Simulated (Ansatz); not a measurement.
Compare A (`[SiH3]N[SiH](Cl)Cl`) with its isomer B (`N[Si]([SiH3])(Cl)Cl`).

Calculated with Ansatz (gas phase, PBE0-D4/def2-TZVP geometries, no zero-point term in ΔE). CCSD(T)/CBS adds triple-zeta CCSD(T) − MP2 to the extrapolated MP2 energy (def2 sets, frozen cores). DFT in def2-TZVPP. B3LYP here is the variant with VWN-RPA as its local correlation; programs differ in this. Each species was taken in one conformer, which may not be the lowest.

A:

Z-matrix (Å, degrees):
```
Si
N 1 1.736
H 1 1.486 2 110.6
H 1 1.486 2 111.5 3 -120.4
H 1 1.483 2 106.7 3 119.8
Si 2 1.697 1 128.0 3 -126.1
H 2 1.012 1 116.2 3 59.2
Cl 6 2.049 2 112.6 1 -104.2
Cl 6 2.045 2 110.1 1 137.3
H 6 1.471 2 109.5 1 16.2
```

B:

```xyz
10

N     1.4395   -0.2443   -1.0590
Si    0.4084   -0.6086    0.2403
Si   -1.4368    0.8145    0.3177
Cl   -0.1631   -2.5618   -0.0257
Cl    1.3260   -0.5119    2.0923
H     1.8123    0.6863   -1.1634
H     2.0745   -0.9435   -1.4118
H    -2.2705    0.6309   -0.8979
H    -0.9538    2.2210    0.3750
H    -2.2364    0.5173    1.5325
```

**Question.** Which isomer does CCSD(T)/CBS put lower? Give the gap. (An estimate is asked.)

**Answer.** Ansatz gave: A, by 13.4 kcal/mol.

**Question.** Give E(B) − E(A) in kcal/mol with LDA (SPW92), HF/def2-TZVPP, B3LYP, ωB97M-V, CCSD/def2-TZVPP, BLYP-D4, PBE0-D4. (Best estimate.)

**Answer.** Ansatz gave: LDA (SPW92) 8.8, HF/def2-TZVPP 17.5, B3LYP 12.7, ωB97M-V 13.7, CCSD/def2-TZVPP 14.4, BLYP-D4 10.9, PBE0-D4 9.8. None reverses the order clearly.

Largest T1 diagnostic: 0.011.

From r2SCAN to r2SCAN0 (25 % exact exchange), in def2-TZVPP and without D4, E(B) − E(A) moves by +0.9 kcal/mol. Leaving LDA and LC-ωPBE aside and taking each functional with its dispersion term where it has one, the values, not all of them listed here, spread over 6.2 kcal/mol, from PBE-D4 to BHLYP-D4.
